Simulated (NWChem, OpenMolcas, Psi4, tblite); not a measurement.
## SnH2ClO2 (SMILES [OH][Sn]([OH])[Cl]): methods side by side

SnH2ClO2 has 6 atoms, charge 0, and is taken as a doublet. As SMILES, `[OH][Sn]([OH])[Cl]`. Geometry: relaxed at PBE0-D4/def2-TZVP. This is one conformer, not always the lowest.

```xyz
6

O    -0.4474    1.4005   -0.1583
Sn    0.3718   -0.3182   -0.6597
O     1.2565   -0.8479    1.0077
Cl   -1.3282   -1.8771   -1.1066
H    -1.1827    1.6664   -0.7185
H     1.3721   -0.0878    1.5892
```

Quantity: the dipole moment, in D. The values are calculated.

| level | kind | program | value (D) | CPU time |
| --- | --- | --- | --- | --- |
| IPEA1-xTB | semi-empirical | tblite | 3.15 | under 2 s |
| UHF/def2-SVP (core potential) | Hartree–Fock | NWChem | 3.06 | 25 s |
| USVWN5/def2-SVP (core potential) | LDA | OpenMolcas | 2.31 | 28 s |
| U-revPBE/def2-SVP (core potential) | GGA | OpenMolcas | 2.36 | 40 s |
| UBLYP/def2-SVP (core potential) | GGA | OpenMolcas | 2.25 | 44 s |
| UM06-L/def2-SVP (core potential) | meta-GGA | OpenMolcas | 2.65 | 51 s |
| UM06-2X/def2-SVP (core potential) | hybrid meta-GGA | NWChem | 2.74 | 96 s |
| UCAM-B3LYP/def2-SVP (density fitting, core potential) | range-separated hybrid | Psi4 | 2.55 | 6 s |

The values span 2.25 to 3.15 D. Magnitudes only. Times are those of the runs behind each value, whatever else they computed, on shared processors of several kinds: orders of magnitude only.
